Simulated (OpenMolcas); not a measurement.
OpenMolcas run: P I

Input:

```
&GATEWAY
Coord
1

P 0.0 0.0 0.0
Basis=ANO-RCC-VQZP
Group=XYZ
NoMove
AngMom=0.0 0.0 0.0
AMFI
&SEWARD
&RASSCF
FileOrb=start.orb
Symmetry=2
Spin=4
nActEl=3 0 0
Inactive=3 3
Ras2=0 3
CIRoot=1 1 1
SDav=1
CIMx=300
Iter=120 100
PrWF=0.3
OrbListing=Nothing
MaxOrb=0
Atom
>>> COPY $Project.JobIph JOB001
&RASSCF
FileOrb=start.orb
Symmetry=2
Spin=2
nActEl=3 0 0
Inactive=3 3
Ras2=0 3
CIRoot=8 8 1
SDav=8
CIMx=300
Iter=120 100
PrWF=0.3
OrbListing=Nothing
MaxOrb=0
Atom
>>> COPY $Project.JobIph JOB002
&RASSI
NrOfJobIphs=2 1 8
1
1 2 3 4 5 6 7 8
IphNames
JOB001
JOB002
EJob
SpinOrbit
DIPRint=1.0
SOCoupling=1000.0
Subsets=2
MEES
Property=10
'ANGMOM' 1 'ANGMOM' 2 'ANGMOM' 3 'MLTPL  1' 1 'MLTPL  1' 2 'MLTPL  1' 3
'AMFI' 1 'AMFI' 2 'AMFI' 3 'MLTPL  2' 6
SOProperty=3
'ANGMOM' 1 'ANGMOM' 2 'ANGMOM' 3
```

A driver script runs the steps one by one and writes start.orb anew before each from the orbitals found so far.

Output, cut to the results:

```
--- SEWARD ---
Basis set label: P.ANO-RCC...6S5P3D2F1G.

      Electronic valence basis set:
      ------------------
      Associated Effective Charge  15.000000 au
      Associated Actual Charge     15.000000 au
      Nuclear Model: Point charge

      Shell  nPrim  nBasis  Cartesian Spherical Contaminant
         s      17       6        X
         p      12       5        X
         d       5       3                 X
         f       4       2                 X
         g       2       1                 X
                  Relativistic Douglas-Kroll-Hess integrals:
                    - DKH order of Hamiltonian: 2
                    - DKH order of Properties : 0
                  Atomic mean-field integrals
--- RASSCF ---
Wave function specifications:
      -----------------------------

      Number of closed shell electrons          12
      Number of electrons in active shells       3
      Max number of holes in RAS1 space          0
      Max nr of electrons in RAS3 space          0
      Number of inactive orbitals                6
      Number of active orbitals                  3
      Number of secondary orbitals              50
      Spin quantum number                      1.5
      State symmetry                             2
Orbital specifications:
      -----------------------

      Symmetry species                           1   2
                                                ag  au
      Frozen orbitals                            0   0
      Inactive orbitals                          3   3
      Active orbitals                            0   3
      RAS1 orbitals                              0   0
      RAS2 orbitals                              0   3
      RAS3 orbitals                              0   0
      Secondary orbitals                        27  23
      Deleted orbitals                           0   0
      Number of basis functions                 30  29
      Number of CSFs                             1
      Number of root(s) required                 1
      Iter CI   SX   CI       RASSCF       Energy    max ROT     max BLB   max BLB  Level Ln srch  Step   QN
          iter iter root      energy       change     param      element    value   shift minimum  type update
 Nr of preliminary CI iterations:   1
        1   1   11    1  -341.53092482    0.00E+00  -1.55E-02    2   4 1 -1.42E-01*  0.00   0.00    SX    NO
        2   1   10    1  -341.53396758   -3.04E-03* -4.76E-03    3   4 1  9.12E-03*  0.00   0.00    SX    NO
        3   1   10    1  -341.53403870   -7.11E-05*  1.03E-03    3   4 1  1.66E-03*  0.00   0.00    SX    NO
        4   1   10    1  -341.53404315   -4.45E-06* -3.48E-04    3   4 1  7.34E-04*  0.00   0.00    SX    NO
        5   1    8    1  -341.53404349   -3.39E-07*  1.20E-04    3   4 1  1.28E-04*  0.00   1.14    QN   YES
        6   1    5    1  -341.53404352   -3.00E-08*  1.53E-05    3   4 1 -6.60E-06   0.00   0.91    QN   YES
        7   1    4    1  -341.53404352   -3.84E-10  -6.13E-07    1  13 2 -8.27E-07   0.00   0.98    QN   YES
      Convergence after  7 iterations
        8   1    4    1  -341.53404352   -1.53E-12  -6.13E-07    3  15 2  1.09E-07   0.00   0.98    QN   YES
      Natural orbitals and occupation numbers for root  1
      sym 2:   1.000000   1.000000   1.000000
::    RASSCF root number  1 Total energy:   -341.53404352
--- RASSCF ---
Wave function specifications:
      -----------------------------

      Number of closed shell electrons          12
      Number of electrons in active shells       3
      Max number of holes in RAS1 space          0
      Max nr of electrons in RAS3 space          0
      Number of inactive orbitals                6
      Number of active orbitals                  3
      Number of secondary orbitals              50
      Spin quantum number                      0.5
      State symmetry                             2
Orbital specifications:
      -----------------------

      Symmetry species                           1   2
                                                ag  au
      Frozen orbitals                            0   0
      Inactive orbitals                          3   3
      Active orbitals                            0   3
      RAS1 orbitals                              0   0
      RAS2 orbitals                              0   3
      RAS3 orbitals                              0   0
      Secondary orbitals                        27  23
...
--- RASSI ---
SPIN-FREE ENERGIES:
  (Shifted by EMIN (a.u.) =       -341.5340435201)

 SF State       Relative EMIN(au)   Rel lowest level(eV)    D:o, cm**(-1)      L_eff

     1             0.0000000000        0.0000000000              0.0000         0.0
     2             0.0699645112        1.9038313390          15355.4353         2.0
     3             0.0699645112        1.9038313390          15355.4353         2.0
     4             0.0699645112        1.9038313390          15355.4353         2.0
     5             0.0699645112        1.9038313390          15355.4353         2.0
     6             0.0699645112        1.9038313390          15355.4353         2.0
     7             0.1156345309        3.1465758845          25378.8460         1.0
     8             0.1156345309        3.1465758845          25378.8460         1.0
     9             0.1156345309        3.1465758845          25378.8460         1.0
     Dipole printing threshold changed to   1.00000000E+00
Eigenvalues of complex Hamiltonian:
   -----------------------------------
  (Shifted by EMIN (a.u.) =       -341.5340435201)

 SO State       Relative EMIN(au)   Rel lowest level(eV)    D:o, cm**(-1)     J-value

     1            -0.0000093491        0.0000000000              0.0000         1.0
     2            -0.0000093491        0.0000000000              0.0000         1.0
     3            -0.0000093491        0.0000000000              0.0000         1.3
     4            -0.0000093491        0.0000000000              0.0000         1.4
     5             0.0699353389        1.9032919205          15351.0846         1.1
     6             0.0699353389        1.9032919205          15351.0846         1.1
     7             0.0699353389        1.9032919205          15351.0846         1.2
     8             0.0699353389        1.9032919205          15351.0846         1.2
     9             0.0699645112        1.9040857409          15357.4872         2.2
...
```

The J values that RASSI prints are effective ones from its own formula and need not be integers or half-integers; the table below assigns J from the states.

Levels above the lowest, from the spin-orbit matrix, grouped by J:

```
Configuration  Term    J  E (eV)  Measured (eV)      g  Term weight %
      3s2 3p3   4S*  3/2  0.0000         0.0000  2.002            100
      3s2 3p3   2D*  3/2  1.9033         1.4086  0.800            100
      3s2 3p3   2D*  5/2  1.9041         1.4105  1.200            100
      3s2 3p3   2P*  1/2  3.1468         2.3213  0.666            100
      3s2 3p3   2P*  3/2  3.1479         2.3245  1.334            100
```

Against the 4 measured excited levels shown (NIST Handbook of Basic Atomic Spectroscopic Data) the mean absolute deviation is 5300 cm-1; the largest miss in energy is 3s2 3p3 2P* 1/2: computed 3.1468, measured 2.3213 eV (+35.6 %).

Without dynamic correlation excited terms often stand tens of per cent too high (terms of higher spin than the ground term too low), and those without a measured partner can miss by more than the paired ones. With the s shell closed, the reference lacks s² → p² mixing. Measured partners are found by configuration, term and J. A level has none where our copy of the source lacks it or the pairing is in doubt (some pairs that miss far off the trend of their configuration count as doubtful), and it then counts in no deviation. Only configurations of the active space appear.

The term weight is that of the spin-free term in the level, not the purity of its configuration. * marks odd parity.
